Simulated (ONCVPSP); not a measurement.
# Transferability test, ONCV potential for Au (Z = 79)

ONCVPSP 4.0.1 input, shortened (lines: element, Z, core and valence counts, functional; n l f; lmax; l rc ep ncon nbas qcut; lloc lpopt rc5 dvloc0; l nproj debl; icmod fcfact rcfact), PBE, scalar-relativistic:

```
  Au 79.00   10    4        4      upf
    1    0    2.00
    2    0    2.00
    2    1    6.00
    3    0    2.00
    3    1    6.00
    3    2   10.00
    4    0    2.00
    4    1    6.00
    4    2   10.00
    4    3   14.00
    5    0    2.00
    5    1    6.00
    5    2   10.00
    6    0    1.00
    2
    0    1.80    0.00    4    8    8.00
    1    1.15    0.00    4    8    8.20
    2    1.75    0.00    4    8   10.40
    4    5    0.90    6.00
    0    2    2.90
    1    2    0.30
    2    2    3.20
    0    0.00    0.00
```

In the p channel the program set the typed energies aside and used -2.197, 0.250 Ha.

Energies are relative to the spin-unpolarised reference configuration 5s2 5p6 5d10 6s1; without spin polarisation the order of configurations can differ from experiment.

| valence configuration | charge | ΔE all-electron (eV) | error AE − PS (meV) |
| --- | --- | --- | --- |
| 5s2 5p6 5d10 6s0 | +1 | 9.409 | -5.0 |
| 5s2 5p6 5d8 6s0 | +3 | 64.495 | -16 |
| 5s2 5p6 5d10 6s0 6p1 | 0 | 5.249 | -2.7 |

Problem. What are ΔE and the potential's error for 5s2 5p6 5d9 6s0?

Solution. ΔE = 30.617 eV all-electron; the error (AE − PS) is -6.6 meV.

Note: no bound ghost flagged; GHOST(+) flagged for s at 50.8 eV, p at 390.7 eV.
